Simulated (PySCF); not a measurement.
SnH₂ClBr, SMILES [Cl][SnH2][Br]. Geometry: PBE0-D3(BJ)/def2-SVP. The def2 effective core potentials stand for the cores of Sn; spin–orbit coupling is left out.

Problem. Give the equilibrium geometry at PBE0-D3(BJ)/def2-SVP (PySCF confirms it by a frequency run) as Cartesian coordinates in Å, and its point group. (Estimate from the structure and the level; the computed values follow.)

Solution. point group Cs.
```xyz
5

Sn     0.6041     0.5152     0.0000
Cl    -1.1773     2.0396     0.0000
Br    -0.3742    -1.7680     0.0000
H      1.4545     0.7237    -1.4606
H      1.4545     0.7237     1.4606
```
Charge 0, spin multiplicity 1.
